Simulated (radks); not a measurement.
The numbers below are computed, except where a source is named.
Neutral silver inside a hard spherical wall (all orbitals vanish at R), configuration held at [Kr] 4d10 5s1 and not refilled when levels cross. Code: a radial shooting solver on a logarithmic mesh with Libxc functionals. Model: scalar-relativistic Kohn-Sham, LDA (Slater exchange, VWN5 correlation), spin-polarised, spherical densities, finite nucleus; open shells are filled with parallel spins first (spin-orbit coupling, left out, can overturn this in heavy ions); Fermi nuclear charge, rms radius 4.5454 fm. Eigenvalues in eV for spin up, with the zero of energy where the potential of the charges vanishes at infinity; a dash marks a level that is unbound or too diffuse for the functional's potential to be trusted. A positive occupied level is held by the wall or, in an anion where self-interaction has pushed it up, behind a barrier. The pressure on the wall is -dE/dV.

R (bohr)  E (hartree)  kinetic (hartree)    e(4s)    e(4p)   e(4d)   e(5s)  e(5p, empty)  e(6s, empty)  pressure (GPa)
free      -5311.05075           5515.834  -95.036  -58.640  -7.716  -4.988        -1.032             -               0
15        -5311.05075           5515.834  -95.036  -58.640  -7.716  -4.988        -1.025         0.448        < 0.0001
12        -5311.05073           5515.834  -95.034  -58.638  -7.714  -4.986        -0.991         0.993        0.000316
8         -5311.04888           5515.850  -94.924  -58.529  -7.609  -4.868        -0.521         4.297          0.0801
7         -5311.04469           5515.878  -94.758  -58.364  -7.453  -4.670        -0.021         6.861           0.341
4         -5310.77584           5517.163  -90.456  -54.166  -3.532   1.713         9.931        42.900            58.6
2         -5300.62523           5555.945  -47.820  -11.786  43.865  109.55        135.85        344.95           14800
1.5       -5271.23395           5653.747   16.900   58.103  124.98  315.09        352.10        780.84          123000
